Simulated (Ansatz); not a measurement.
`CBCSC` + H₂ → `CBC` + CH₃SH at 400 K and 1 bar (hydrogenolysis of a C–S bond).

Isolated molecules relaxed with PBE0-D4/def2-TZVP in Ansatz; ΔE leaves out vibrations. CCSD(T)/CBS adds triple-zeta CCSD(T) − MP2 to the extrapolated MP2 energy (def2 sets, frozen cores). This one scheme is used for every species. Each species was taken in one conformer, which may not be the lowest.

| species | CCSD(T)/CBS energy (Eh) | H − E (kJ/mol) | S (J/(mol·K)) |
| --- | --- | --- | --- |
| `CBCSC` | -542.14275 | 337.2 | 408.6 |
| H₂ | -1.17544 | 38.0 | 139.0 |
| `CBC` | -105.11307 | 246.9 | 312.0 |
| CH₃SH | -438.22835 | 138.7 | 269.4 |

H − E and S are ideal-gas, rigid-rotor, harmonic terms from PBE0-D4/def2-TZVP, for one conformer and one mirror image of each species. The MP2-based limit puts H₂ 0.8 mEh under its directly extrapolated value; such offsets cancel only in part. 1 Eh = 2625.50 kJ/mol, R = 8.31446 J/(mol·K).

**Question.** By hand: ΔE, ΔH, ΔS and ΔG.

**Answer.** ΔE = (-105.11307) + (-438.22835) − (-542.14275) − (-1.17544) = -0.02323 Eh = -61.0 kJ/mol. Δ(H − E) = 246.9 + 138.7 − 337.2 − 38.0 = 10.4, so ΔH = -50.6 kJ/mol. ΔS = 312.0 + 269.4 − 408.6 − 139.0 = 33.8 J/(mol·K). ΔG = -50.6 − 400 × (33.8)/1000 = -64.1 kJ/mol.

**Question.** By hand: the equilibrium constant, and the temperature at which ΔG would vanish if ΔH and ΔS stayed fixed.

**Answer.** log₁₀ K = −ΔG/(RT ln 10) = 8.4. ΔH and −TΔS have one sign here, so there is no such temperature.

ΔH outweighs TΔS. A doubt of 5 kJ/mol in ΔE shifts log₁₀ K by 0.7 here. Other conformers and mirror images would add mixing entropy, several J/(mol·K) or more a flexible species. Modes under 60 cm⁻¹, often nearly free rotors, make the harmonic entropy too high. These are equilibria of isolated gas molecules and say nothing of rates. Largest T1 diagnostic: 0.010 (customary marks: 0.02 for closed shells, 0.045 for open ones).
